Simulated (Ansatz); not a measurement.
Species: BClF, charge 0, doublet. BClF (SMILES F[B]Cl, doublet).
B3LYP-D3(BJ)/def2-TZVP minimum from Ansatz (a quantum-chemistry and plane-wave program):
```xyz
3

B      0.2874    -0.7565     0.1075
F      0.3091    -0.8065     1.4102
Cl    -0.2482     0.6494    -0.7782
```
Charge 0, spin multiplicity 2.

Atomisation energy term by term, kcal/mol (programs: Ansatz). Open shells are spin-unrestricted; no spin-orbit coupling. Correlated methods leave the cores frozen. Rows without X2C or -DK are non-relativistic. CBS(X,Y): correlation extrapolated as X^-3, Hartree-Fock from the larger set (Q,5: extrapolated as (X+1)exp(-9√X)). A bracket is a step between two methods taken in the basis named. '+ core + X2C': CCSD(T) terms for core correlation (cc-pwCVTZ, 1s frozen past Ne) and scalar relativity (cc-pVTZ-DK). For partners of very few electrons the exact lower level stands in for a higher one.

```
term                                       basis  kcal/mol
------------------  ----------------------------  --------
Hartree-Fock        CBS(cc-pV(Q+d)Z,cc-pV(5+d)Z)    192.32
CCSD correlation    CBS(cc-pV(Q+d)Z,cc-pV(5+d)Z)     49.77
(T)                 CBS(cc-pV(Q+d)Z,cc-pV(5+d)Z)      6.44
CCSDT(Q) - CCSD(T)                   cc-pV(T+d)Z      0.09
core correlation                       cc-pwCVTZ      1.24
scalar relativity                X2C, cc-pVTZ-DK     -0.43
sum: De                                              249.4
```

The step beyond CCSD(T) by other levels: CCSDT(Q) in cc-pV(D+d)Z 0.43 kcal/mol.
